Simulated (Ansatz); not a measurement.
Ideal-gas functions of `[NH2][Zn][NH2]` at 400 K and 1 bar, from an Ansatz frequency run at PBE0-D4/def2-TZVP.

Molar mass 97.44 g/mol, point group C2 (symmetry number 2), electronic degeneracy 1, moments of inertia 3.178, 114.481, 114.519 u Å². Harmonic wavenumbers (cm⁻¹, unscaled): 161, 163, 214, 387, 391, 609, 735, 753, 754, 1563, 1564, 3572, 3573, 3665, 3665.

Use S(trans) = R[1.5 ln M + 2.5 ln T − 1.1517]; rotational temperatures θ = 24.2544 K / I; S(rot) = R[ln(√π/σ · √(T³/θAθBθC)) + 1.5]; for each mode x = 1.438777 ν̃/T, S = R[x/(eˣ − 1) − ln(1 − e⁻ˣ)] and H = RT x/(eˣ − 1); 1 cm⁻¹ = 0.0119627 kJ/mol; R = 8.31446 J/(mol·K).

**Question.** By hand: the entropy, in J/(mol·K).

**Answer.** Translation 172.1. Rotation: θ = 7.632, 0.2119, 0.2118 K, giving 90.6. Vibration, mode by mode: 12.97, 12.87, 10.69, 6.20, 6.13, 3.28, 2.30, 2.18, 2.17, 0.20, 0.20, 0.00, 0.00, 0.00, 0.00, in all 59.2. Electronic 0.0. Sum 321.9 J/(mol·K).

**Question.** By hand: H − E and G − E in kJ/mol, counted from the electronic energy.

**Answer.** Zero-point energy ½ × 21769 × 0.0119627 = 130.2; thermal vibration 13.2; translation, rotation and pV give 4 RT = 13.3. H − E = 156.7 kJ/mol, and G − E = 156.7 − 400 × 321.9/1000 = 27.9 kJ/mol.

Vibration gives 18 % of the entropy. The sum counts one conformer and one mirror image; others add a mixing term.
